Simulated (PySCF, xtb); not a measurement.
AsF3H2Si, SMILES F[Si](F)(F)[AsH2].

Coordinates come from a B3LYP-D3(BJ)/def2-SVP optimisation.

Level of theory: PySCF with C-PCM-M06-2X/def2-SVP.

The values are the electrostatic part of the solvation free energy, E(continuum) − E(gas) at the gas-phase geometry, in a cavity of scaled van der Waals radii (PySCF's table); cavitation and dispersion terms are not included. In vacuum the orbital gap is 10.27 eV. The dipole moment in vacuum is 2.08 D.

```json
[
 {"solvent": "water", "ε": "78.36", "ΔG(elec) (kcal/mol)": "-3.6", "dipole (D)": "2.58", "gap (eV)": "10.38"},
 {"solvent": "benzene", "ε": "2.27", "ΔG(elec) (kcal/mol)": "-2.0", "dipole (D)": "2.33", "gap (eV)": "10.33"},
 {"solvent": "diethylether", "ε": "4.24", "ΔG(elec) (kcal/mol)": "-2.7", "dipole (D)": "2.44", "gap (eV)": "10.36"}
]
```

For comparison, GFN2-xTB/ALPB(water) (xtb, at the GFN2-xTB geometry, all terms of that model) gives -1.4 kcal/mol.
